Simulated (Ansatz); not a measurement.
System (SMILES): [AsH2] (AsH2), doublet.
Atoms: As1, H2, H3. Bonds: As1-H2, As1-H3.

Basis-set convergence of the harmonic zero-point energy at B3LYP with Ansatz (a program for electronic structure). Each level at its own minimum, finite differences of forces, unscaled; the reference is a large set that could be run, not a limit. Cartesian d functions, on some or all atoms, in 6-31G**; all else is spherical. The program fits the integrals of some runs and decomposes those of others, by size. Open shells are unrestricted. No added dispersion term, no relativity. Reference: the value in pcseg-3, 7.61 kcal/mol. Deviations are taken from unrounded values.

```json
[
 {"basis": "def2-SV(P)", "functions": "36", "harmonic zero-point energy (kcal/mol)": "7.64", "minus reference (kcal/mol)": "0.02"},
 {"basis": "6-31G**", "functions": "45", "harmonic zero-point energy (kcal/mol)": "7.64", "minus reference (kcal/mol)": "0.03"},
 {"basis": "aug-cc-pVDZ", "functions": "54", "harmonic zero-point energy (kcal/mol)": "7.59", "minus reference (kcal/mol)": "-0.02"},
 {"basis": "def2-TZVP", "functions": "60", "harmonic zero-point energy (kcal/mol)": "7.63", "minus reference (kcal/mol)": "0.01"},
 {"basis": "def2-TZVPD", "functions": "72", "harmonic zero-point energy (kcal/mol)": "7.63", "minus reference (kcal/mol)": "0.01"},
 {"basis": "def2-TZVPP", "functions": "76", "harmonic zero-point energy (kcal/mol)": "7.62", "minus reference (kcal/mol)": "0.00"},
 {"basis": "def2-TZVPPD", "functions": "88", "harmonic zero-point energy (kcal/mol)": "7.62", "minus reference (kcal/mol)": "0.00"},
 {"basis": "aug-pcseg-2", "functions": "105", "harmonic zero-point energy (kcal/mol)": "7.62", "minus reference (kcal/mol)": "0.01"},
 {"basis": "pcseg-3", "functions": "134", "harmonic zero-point energy (kcal/mol)": "7.61", "minus reference (kcal/mol)": "0.00"}
]
```

The smallest set listed that lies within 0.1 kcal/mol of the reference with all its larger relatives (same family, alike in diffuse functions; a set with none counts only in the reference's own line) is def2-SV(P) (36 functions, 0.02 kcal/mol off). Inside, with no larger relative to test it: aug-pcseg-2. (Relatives not listed, tested too: def2-SVP 0.02, 6-311G** 0.01, aug-cc-pVTZ 0.01, def2-QZVP 0.01 kcal/mol.)
